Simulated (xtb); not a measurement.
C2H4BN3, SMILES NB1N=CC=N1. All values are semi-empirical tight-binding results from xtb (GFN2-xTB unless named), good for trends rather than for accurate numbers. Geometry: GFN2-xTB. The structure was generated by enumeration, and PubChem lists no compound with its InChIKey, so it may never have been made. One conformer was computed; it need not be the lowest.

Optimised geometry:

Bond lengths (Å): N1–B2 1.368, N1–H7 1.006, N1–H8 1.006, B2–N3 1.506, B2–N6 1.506, N3–C4 1.265, C4–C5 1.504, C4–H9 1.081, C5–N6 1.265, C5–H10 1.081. Bond angles (°): B2–N1–H7 122.7, B2–N1–H8 122.7, H7–N1–H8 114.5, N1–B2–N3 126.0, N1–B2–N6 126.0, N3–B2–N6 108.1, B2–N3–C4 104.3, N3–C4–C5 111.7, N3–C4–H9 123.4, C5–C4–H9 124.9, C4–C5–N6 111.7, C4–C5–H10 124.9, N6–C5–H10 123.4, B2–N6–C5 104.3.

The point group as xtb finds it is C2v. The orbital gap is 1.48 eV. The dipole moment comes out as 1.09 D and the zero-point energy comes out as 44.3 kcal/mol. The G − E(el) at 298.15 K (modified RRHO) is 26.8 kcal/mol and the static polarisability (D4 model) comes out as 55.8 bohr³. The solvation energy, GFN2-xTB/ALPB(water) is -9.1 kcal/mol and the solvation energy, GFN2-xTB/ALPB(octanol) is -8.2 kcal/mol.

Computed IR lines (harmonic; lines under 4 % of the strongest left out, lines within 3 cm⁻¹ merged):
ν (cm⁻¹): 132 (w), 551 (w), 621 (vs), 806 (w), 1019 (s), 1183 (w), 1420 (w), 1538 (vs), 1638 (w), 1656 (m), 3046 (w), 3054 (m), 3490 (w) (against the strongest line: vs over 80 %, s over 45 %, m over 15 %, w over 4 %, vw less)

Computed atomic charges and the Wiberg bond orders between heavy atoms:
charges (e) N1 -0.31, B2 0.38, N3 -0.33, C4 0.07, C5 0.07, N6 -0.33, H7 0.19, H8 0.19, H9 0.03, H10 0.03. Bond orders N1–B2 1.42, B2–N3 0.94, N3–C4 1.90, C4–C5 0.98, B2–N6 0.94, C5–N6 1.90.
